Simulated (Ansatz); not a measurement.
Molecule: CH6ClSi2, charge 0, multiplicity 2. It need not be the lowest isomer of its formula. 
Coordinates optimised at B3LYP-D3(BJ)/def2-TZVP (Ansatz, a program for electronic structure):
```
Si
H 1 1.4899
C 1 1.8835 2 111.58
H 3 1.0904 1 110.37 2 178.10
H 3 1.0910 4 108.50 1 -121.80
H 3 1.0934 4 108.28 5 -117.07
Si 1 2.3315 2 111.60 3 127.47
H 7 1.4796 1 111.90 2 62.91
H 7 1.4839 8 108.45 1 127.72
Cl 7 2.0831 8 108.03 9 114.85
```
Charge 0, spin multiplicity 2.

Wanted: atomisation energy (electronic, to ground-state atoms); the coupled-cluster value holds the core correlation from cc-pwCVTZ, in kcal/mol. Correlated levels leave the core frozen unless marked. UHF or UKS for open shells. No spin-orbit coupling. Non-relativistic. CBS marks a two-point X^-3 extrapolation of the correlation energy; Hartree-Fock from the larger set.

Level to compare with: CCSD(T)/CBS(aug-cc-pV(T+d)Z,aug-cc-pV(Q+d)Z) plus the core term (Ansatz), 762.6 kcal/mol. It is a level with limits of its own, and the differences hold the functionals' basis error too.

Q: Rank these functionals by how close they come to CCSD(T)/CBS(aug-cc-pV(T+d)Z,aug-cc-pV(Q+d)Z), closest first: r2SCAN0/def2-TZVPD (Ansatz); r2SCANh/def2-TZVPD (Ansatz); BHLYP/def2-TZVPD (Ansatz).

A: r2SCANh/def2-TZVPD (hybrid meta-GGA, 761.3 kcal/mol, difference -1.3), r2SCAN0/def2-TZVPD (hybrid meta-GGA, 757.9 kcal/mol, difference -4.7), BHLYP/def2-TZVPD (global hybrid, 740.9 kcal/mol, difference -21.7)
